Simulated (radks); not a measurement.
Results of a calculation; reference values are marked as such.
All-electron atom: Rh17+ in [Ar] 3d10. Code: a radial shooting solver on a logarithmic mesh with Libxc functionals. Model: scalar-relativistic Kohn-Sham, LDA (Slater exchange, Perdew-Wang correlation), spin-unpolarised, spherical densities, point nucleus.

Local quantities along the radius. ELF = 1/(1 + alpha^2) is the electron localisation function; alpha = (tau - tau_W)/tau_unif compares the Pauli kinetic energy density with that of the uniform gas; s = |grad rho|/(2 (3 pi^2)^(1/3) rho^(4/3)) is the reduced gradient; -r V(r) is the screened charge that the Kohn-Sham potential presents (atomic units). tau is taken from the large components.

| r (bohr) | ELF | alpha | s | -r V(r) |
|---|---|---|---|---|
| 0.00156 | 1.000 | 0.02197 | 0.6149 | 44.69 |
| 0.001745 | 1.000 | 0.02212 | 0.5919 | 44.65 |
| 0.001952 | 1.000 | 0.02237 | 0.5718 | 44.61 |
| 0.002183 | 0.999 | 0.02274 | 0.5545 | 44.57 |
| 0.002442 | 0.999 | 0.02322 | 0.5397 | 44.51 |
| 0.002731 | 0.999 | 0.02384 | 0.5272 | 44.46 |
| 0.003055 | 0.999 | 0.02462 | 0.5169 | 44.39 |
| 0.003417 | 0.999 | 0.02558 | 0.5086 | 44.32 |
| 0.003821 | 0.999 | 0.02676 | 0.5024 | 44.24 |
| 0.004274 | 0.999 | 0.02820 | 0.4980 | 44.15 |
| 0.004781 | 0.999 | 0.02995 | 0.4955 | 44.04 |
| 0.005348 | 0.999 | 0.03209 | 0.4949 | 43.93 |
| 0.005981 | 0.999 | 0.03470 | 0.4961 | 43.80 |
| 0.006637 | 0.999 | 0.03768 | 0.4989 | 43.67 |
| 0.007423 | 0.998 | 0.04162 | 0.5039 | 43.52 |
| 0.008303 | 0.998 | 0.04655 | 0.5109 | 43.34 |
| 0.009287 | 0.997 | 0.05278 | 0.5201 | 43.15 |
| 0.01039 | 0.996 | 0.06075 | 0.5316 | 42.94 |
| 0.01162 | 0.995 | 0.07110 | 0.5456 | 42.70 |
| 0.013 | 0.993 | 0.08472 | 0.5623 | 42.44 |
| 0.01454 | 0.990 | 0.1029 | 0.5818 | 42.16 |
| 0.01626 | 0.984 | 0.1278 | 0.6042 | 41.85 |
| 0.01819 | 0.974 | 0.1620 | 0.6292 | 41.51 |
| 0.02034 | 0.958 | 0.2101 | 0.6564 | 41.13 |
| 0.02275 | 0.928 | 0.2784 | 0.6845 | 40.73 |
| 0.02545 | 0.876 | 0.3757 | 0.7109 | 40.29 |
| 0.02846 | 0.792 | 0.5129 | 0.7313 | 39.81 |
| 0.03184 | 0.671 | 0.6997 | 0.7389 | 39.30 |
| 0.03561 | 0.533 | 0.9360 | 0.7246 | 38.74 |
| 0.03983 | 0.412 | 1.195 | 0.6794 | 38.14 |
| 0.04455 | 0.335 | 1.409 | 0.6007 | 37.50 |
| 0.04983 | 0.309 | 1.494 | 0.4992 | 36.82 |
| 0.05574 | 0.335 | 1.410 | 0.3989 | 36.09 |
| 0.06234 | 0.408 | 1.204 | 0.3249 | 35.32 |
| 0.06973 | 0.515 | 0.9699 | 0.2897 | 34.50 |
| 0.07799 | 0.626 | 0.7736 | 0.2912 | 33.64 |
| 0.08724 | 0.710 | 0.6397 | 0.3203 | 32.73 |
| 0.09758 | 0.756 | 0.5685 | 0.3674 | 31.79 |
| 0.1091 | 0.763 | 0.5576 | 0.4250 | 30.81 |
| 0.1221 | 0.727 | 0.6135 | 0.4852 | 29.80 |
| 0.1365 | 0.637 | 0.7547 | 0.5362 | 28.78 |
| 0.1527 | 0.501 | 0.9989 | 0.5575 | 27.73 |
| 0.1708 | 0.369 | 1.307 | 0.5233 | 26.67 |
| 0.1911 | 0.303 | 1.517 | 0.4269 | 25.61 |
| 0.2137 | 0.322 | 1.450 | 0.3103 | 24.56 |
| 0.2371 | 0.412 | 1.194 | 0.2392 | 23.60 |
| 0.2652 | 0.552 | 0.9001 | 0.2264 | 22.61 |
| 0.2967 | 0.676 | 0.6921 | 0.2660 | 21.66 |
| 0.3318 | 0.753 | 0.5735 | 0.3382 | 20.80 |
| 0.3712 | 0.787 | 0.5209 | 0.4337 | 20.03 |
| 0.4151 | 0.788 | 0.5186 | 0.5540 | 19.39 |
| 0.4643 | 0.759 | 0.5636 | 0.7090 | 18.86 |
| 0.5194 | 0.692 | 0.6670 | 0.9175 | 18.46 |
| 0.5809 | 0.575 | 0.8598 | 1.210 | 18.14 |
| 0.6498 | 0.406 | 1.210 | 1.640 | 17.90 |
| 0.7268 | 0.223 | 1.867 | 2.296 | 17.71 |
| 0.8129 | 0.090 | 3.173 | 3.341 | 17.55 |
| 0.9093 | 0.027 | 5.978 | 5.083 | 17.42 |
| 1.017 | 0.006 | 12.57 | 8.133 | 17.30 |
| 1.138 | 0.001 | 29.77 | 13.78 | 17.21 |
| 1.272 | 0.000 | 80.11 | 24.89 | 17.14 |

On this mesh the ELF has minima near r = 0.050, 0.19 bohr, which separate the shells, and maxima near 0.11 (0.76), 0.42 (0.79).
